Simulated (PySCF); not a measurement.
## Dipole moment and polarisability of `C=C(C)[C@@H](C#N)OC`

Species: C6H9NO.
SMILES with atom numbers: `[CH2:1]=[C:2]([CH3:3])[C@@H:4]([C:5]#[N:6])[O:7][CH3:8]` (hydrogens: H9, H10 on C1; H11, H12, H13 on C3; H14 on C4; H15, H16, H17 on C8)

Structure used (GFN2-xTB), in Å, numbered top down from 1:
```xyz
17
C6H9NO angstrom
C     -1.606    0.432    1.845
C     -0.864    0.566    0.759
C     -0.804    1.803   -0.075
C      0.001   -0.577    0.255
C     -0.570   -1.062   -0.996
N     -1.010   -1.428   -1.985
O      1.328   -0.114    0.080
C      2.245   -1.128   -0.244
H     -2.227    1.238    2.198
H     -1.630   -0.476    2.423
H     -1.364    2.610    0.388
H      0.234    2.106   -0.201
H     -1.216    1.604   -1.065
H     -0.018   -1.416    0.975
H      3.218   -0.646   -0.302
H      2.010   -1.594   -1.208
H      2.267   -1.905    0.530
```

Level: CAM-B3LYP/def2-SVPD (PySCF), static field, nuclei fixed, core orbitals frozen in the response. The polarisability tensor in these axes (au):

```
x   79.47 -4.04 -6.76
y   -4.04 73.67  4.49
z   -6.76  4.49 85.78
```

Task: Give the principal values, the mean and the anisotropy Δα = √{½[(α1 − α2)² + (α2 − α3)² + (α1 − α3)²]}.

Result: Principal values 71.50, 75.41 and 92.02 au; mean 79.64 au = 11.80 Å³ = 13.13 × 10⁻⁴⁰ C²·m²/J; Δα = 18.87 au (24 % of the mean).

Task: What is the dipole moment, and where does it point?

Result: (1.31, 0.32, 2.75) D, 3.06 D in size, pointing from the negative to the positive side. Measured along this direction, the outermost atoms are N6 at the negative end and H10 at the positive end.

Task: What would n − 1 = 2πNα be for an ideal gas of these molecules at 500 K and 1 atm, electronic part alone?

Result: N = p/kT = 1.4678 × 10¹⁹ cm⁻³, so n − 1 = 2π × N × 11.80 × 10⁻²⁴ cm³ = 1088 × 10⁻⁶ at long wavelengths.

Task: Find the Langevin capture rate constant for NH4+ (18.034 u) meeting this molecule (111.068 u), k = 2.342 × 10⁻⁹ cm³/s × √(α in Å³ / reduced mass in u).

Result: The reduced mass is 15.52 u, so k = 2.04 × 10⁻⁹ cm³/s. The formula leaves out the permanent dipole, which adds to the capture rate.

Task: What depolarisation ratio follows for Rayleigh scattering of linearly polarised light, taking the static tensor?

Result: ρ = 3Δα²/(45ᾱ² + 4Δα²) = 1068.5/(285432 + 1424.6) = 0.00372.

Task: Estimate the molar refractivity from the static electronic polarisability.

Result: Lorentz–Lorenz: R = (4π/3)N_A α = 2.5225 cm³/(mol·Å³) × 11.80 Å³ = 29.8 cm³/mol, in the limit of long wavelengths.

Task: In a dilute gas of rigid molecules at 350 K, how does the orientational term μ²/3kT compare with the electronic polarisability?

Result: In Gaussian units μ²/3kT = 64.59 Å³ against 11.80 Å³, a ratio of 5.47; the Debye molar polarisation (4π/3)N_A(α + μ²/3kT) is 192.7 cm³/mol, leaving out the vibrational part.

Geometry: GFN2-xTB, one conformer, isolated molecule.
